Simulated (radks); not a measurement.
Species: neutral ruthenium. Configuration: [Kr] 4d7 5s1. All-electron calculation, Dirac Kohn-Sham, BLYP, spin-unpolarised, spherical densities, finite nucleus; open shells fill j = l - 1/2 first; Fermi nuclear charge, rms radius 4.4809 fm. Program: a radial shooting solver on a logarithmic mesh with Libxc functionals.

Unscreened Slater integrals over Kohn-Sham orbitals (cm^-1). Large and small components are both included. Empty in this configuration: 5p1/2.

integral          value
F0(5s1/2,5s1/2)   58566
F0(5s1/2,4d5/2)   71695
G2(5s1/2,4d5/2)   14604
F0(5s1/2,4d3/2)   71905
G2(5s1/2,4d3/2)   14149
F0(5s1/2,4p3/2)   75391
G1(5s1/2,4p3/2)  4128.6
F0(5s1/2,5p1/2)   45446
G1(5s1/2,5p1/2)   25870
F0(4d5/2,4d5/2)  117390
F2(4d5/2,4d5/2)   56292
F4(4d5/2,4d5/2)   36087
F0(4d5/2,4d3/2)  118350
F2(4d5/2,4d3/2)   56807
G2(4d5/2,4d3/2)   56785
G4(4d5/2,4d3/2)   36423
F0(4d5/2,4p3/2)  138640
F2(4d5/2,4p3/2)   65014
G1(4d5/2,4p3/2)   80189
G3(4d5/2,4p3/2)   48476
F0(4d5/2,5p1/2)   50419
G3(4d5/2,5p1/2)  4686.4
F0(4d3/2,4d3/2)  119330
F2(4d3/2,4d3/2)   57344
F0(4d3/2,4p3/2)  140120
F2(4d3/2,4p3/2)   66119
G1(4d3/2,4p3/2)   81879
G3(4d3/2,4p3/2)   49523
F0(4d3/2,5p1/2)   50494
G1(4d3/2,5p1/2)  6326.6
F0(4p3/2,4p3/2)  173710
F2(4p3/2,4p3/2)   90865
F0(4p3/2,5p1/2)   51693
G2(4p3/2,5p1/2)  1425.4
F0(5p1/2,5p1/2)   38374
